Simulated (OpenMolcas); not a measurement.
Au2+ among 6 point charges of -1.7 e arranged as a tetragonal octahedron (D4h). The axial distance is 0.99 times the equatorial one, R.

| Property | Result |
| --- | --- |
| Program | OpenMolcas |
| Method | CASSCF |
| Basis | ANO-RCC-VDZP [7s6p4d2f] |
| Scalar Hamiltonian | DKH2, point nucleus |
| Active space | 9 electrons in 5 orbitals (5d) |
| State averaging | 2S+1 = 2 even, 5 roots |
| Spin-orbit coupling | state interaction with AMFI integrals over the reference wave functions |

All point charges move together. At R = 1.99 Å the first state of the same spin is 585 cm-1, and at R = 2.12 Å it is 489.1 cm-1.

**Question.** A third run gives 419.1 cm-1. What distance was it run at?

**Answer.** With a power law R^-n the two known points give n = -ln(489.1 / 585) / ln(2.12 / 1.99) = 2.83. Then R = 1.99 × (585 / 419.1)^(1/2.83) = 2.239 Å. The run was at 2.24 Å, so the estimate is off by -0.001 Å.

Point charges carry no covalency, so the field is a model and not that of real ligands. No measured value stands beside these numbers.
